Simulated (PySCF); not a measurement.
Compound: trans-Ti(NH3)2Br4 (singlet state).
Bonds: Ti1–N2, Ti1–N6, Ti1–Br10, Ti1–Br11, Ti1–Br12, Ti1–Br13. Hydrogens: H3, H4, H5 on N2; H7, H8, H9 on N6.

Method: PBE0-D3(BJ)/def2-SVP geometry optimisation, gas phase (PySCF 2.14.0).

(1) How far are the bound atoms from Ti1?

(2) List the angles at Ti1.

(3) What is the shape at Ti1?

(4) What are the other bond lengths?

Results:

(1) 6 atoms: N6 2.180 Å, N2 2.181 Å, Br11 2.438 Å, Br12 2.439 Å, Br13 2.441 Å, Br10 2.441 Å. The nearest atom not counted as bound is H9, at 2.70 Å (others tie with it).

(2) 
| angle | degrees | distance of the outer atoms (Å) |
| --- | --- | --- |
| Br12–Ti1–Br13 | 179.9 | 4.88 |
| Br10–Ti1–Br11 | 179.8 | 4.88 |
| N2–Ti1–N6 | 179.4 | 4.36 |
| N6–Ti1–Br11 | 91.8 | 3.32 |
| N2–Ti1–Br10 | 91.1 | 3.31 |
| N6–Ti1–Br12 | 90.4 | 3.28 |
| Br11–Ti1–Br13 | 90.1 | 3.45 |
| N2–Ti1–Br12 | 90.1 | 3.27 |
| N2–Ti1–Br13 | 90.0 | 3.27 |
| Br10–Ti1–Br13 | 90.0 | 3.45 |
| Br10–Ti1–Br12 | 90.0 | 3.45 |
| Br11–Ti1–Br12 | 89.9 | 3.45 |
| N6–Ti1–Br13 | 89.5 | 3.26 |
| N2–Ti1–Br11 | 88.7 | 3.23 |
| N6–Ti1–Br10 | 88.4 | 3.23 |

(3) Octahedral: the three widest angles are 179.9°, 179.8° and 179.4°, the others run from 88.4° to 91.8°. Differences among atoms that C2h makes equivalent are scatter left by the optimiser.

(4) N2–H3 and 5 like bonds 1.021 Å.

Point group: C2h (tolerance 0.08 Å). Charge 0, singlet. Not checked by PBE0-D3(BJ)/def2-SVP frequencies.
